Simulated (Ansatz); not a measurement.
The cluster Cd₆O₆ was relaxed with PBE0-D4 (def2-SVP) in Ansatz in these states: charge -1 doublet, neutral singlet. The geometries follow in no particular order.

In the def2 sets Cd takes a core potential; there is no spin–orbit coupling.

A:

```xyz
12

Cd   -1.530   -0.606    0.446
Cd    1.415    1.841    0.249
Cd    2.050   -1.224    0.038
Cd   -1.326   -3.119   -0.699
Cd   -0.621    3.102    1.522
Cd    0.527   -0.686   -2.782
O    -2.132    1.484    0.705
O    -1.593    1.928   -0.546
O     0.679   -2.678    0.541
O     0.089   -1.669    1.411
O     2.937    0.545   -0.077
O    -0.495    1.082   -0.809
```

B:

```tsv
atom	x (Å)	y (Å)	z (Å)
Cd1	1.514	0.575	-0.251
Cd2	-0.997	-2.169	1.087
Cd3	-1.431	1.011	1.416
Cd4	0.657	3.144	-1.334
Cd5	1.401	-3.485	0.291
Cd6	-2.016	0.876	-1.933
O7	1.904	-1.360	-1.043
O8	0.613	-1.553	-1.601
O9	-0.167	2.561	0.943
O10	1.039	1.858	1.344
O11	-2.239	-0.693	1.910
O12	-0.278	-0.765	-0.828
```

Judge from the bond lengths which geometry belongs to which state (an estimate).

A is the neutral singlet (Cd5–O7 2.360 Å, Cd3–O10 2.435 Å, Cd2–O12 2.312 Å); B is the charge -1 doublet (Cd5–O7 2.559 Å, Cd3–O10 2.612 Å, Cd2–O12 2.482 Å).

The restricted singlet is unstable towards broken spin symmetry in Hartree–Fock (as tested in another run); at PBE0-D4/def2-SVP this wasn't settled. These are the stationary points nearest to one start from a short search; other shapes may lie lower in each state.
